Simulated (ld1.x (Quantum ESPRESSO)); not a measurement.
# phosphorus (P): one change to a PAW potential, before and after

| Item | Value |
| --- | --- |
| Element | P (Z = 15) |
| Generator | ld1.x (Quantum ESPRESSO) 7.5 |
| Type | PAW |
| Functional | revPBE |
| Relativity | scalar-relativistic |
| Frozen core | [Ne] |
| Valence charge | 5 |
| Reference configuration | 3s2 3p2 (charge +1) |
| Partial waves | 3s (bound): rcut 1.40, rcutus 1.50 bohr; 3s channel at 2.2 Ry: rcut 1.40, rcutus 1.50 bohr; 3p (bound): rcut 1.65, rcutus 2.05 bohr; 3p channel at 0.1 Ry: rcut 1.65, rcutus 2.05 bohr |
| Local potential | all-electron potential smoothed inside 1.25 bohr (lloc = -2) |
| Core correction | a·sin(br)/r model core, default radius (ld1.x builds one for every PAW set, though the input has nlcc=.false.) |
| Augmentation charge | PSQ, inside the norm-conserving radii |

All-electron outer shells of the reference configuration (revPBE, scalar-relativistic, ld1.x):

```
shell  level (eV)  outermost node (bohr)  outermost maximum (bohr)
   3s      -23.27                   0.65                      1.56
   3p      -14.19                   0.64                      1.76
```

Change: all radii but the core radius scaled by about 1.37 (s 2.06, p 2.80 bohr, rcut 1.92/2.26); local potential all-electron potential smoothed inside 1.72 bohr (lloc = -2).

Cutoffs: the cutoffs (Ry, on a coarse ladder) from which the occupation-weighted sum of valence levels, in a spherical-Bessel basis at the reference potential, stays within 10 and 1 mRy of its value at 400 Ry; they do not see the model core or the augmentation charge, which bear on the density cutoff. Errors are all-electron minus pseudo energies relative to the spin-unpolarised reference configuration.

How do hardness, ghosts and transferability respond?

The potential gets softer (15 Ry and 21 Ry → 8 Ry and 12 Ry); the number of tests that count goes from 7 to 1 (the test run of the changed file stopped, so its transferability is not established); neither file shows a bound ghost at the reference potential, the only one tested. A larger radius leaves more room for a smooth pseudo-wave, so fewer plane waves are needed.

```tsv
quantity	base	changed
cutoff, loose	15 Ry	8 Ry
cutoff, tight	21 Ry	12 Ry
loose cutoff by channel (10 mRy a level)	s 12 Ry, p 10 Ry	s 6 Ry, p 6 Ry
bound ghosts	none	none
tests counted (converged, no solver errors)	7 of 7	1 of 7 (the test run stopped)
error for 3s2 3p3, meV [ΔE -9.71 eV]	+0.2	+1.2
lowest overlap eigenvalue by channel	s 0.49, p 0.82	s 0.59, p 0.07
```

Changed file: Tests not counted: 3s2 3p1 (pseudo-atom not self-consistent, printed error -1.8 meV).
